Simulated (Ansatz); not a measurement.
Computed with Ansatz on PBE0-D4/def2-TZVP structures; ΔE is electronic, products minus reactants. CCSD(T)/CBS adds triple-zeta CCSD(T) − MP2 to the extrapolated MP2 energy (def2 sets, frozen cores). This one scheme is used for every species. Each species was taken in one conformer, which may not be the lowest.

Consider the formal exchange of groups at the Si–C bond: `C=C[SiH2]BN` + SiH₄ → `NB[SiH2][SiH3]` + ethylene.

```csv
level,ΔE (kJ/mol)
HF/def2-QZVPP,-1.8
CCSD/CBS(def2),-9.8
```

**Question.** What does CCSD(T)/CBS give? (Best estimate.)

**Answer.** The calculation gave: -10.1 kJ/mol. The listed levels differ from it by 8.3, 0.3 kJ/mol.

Largest T1 diagnostic among the species: 0.014.
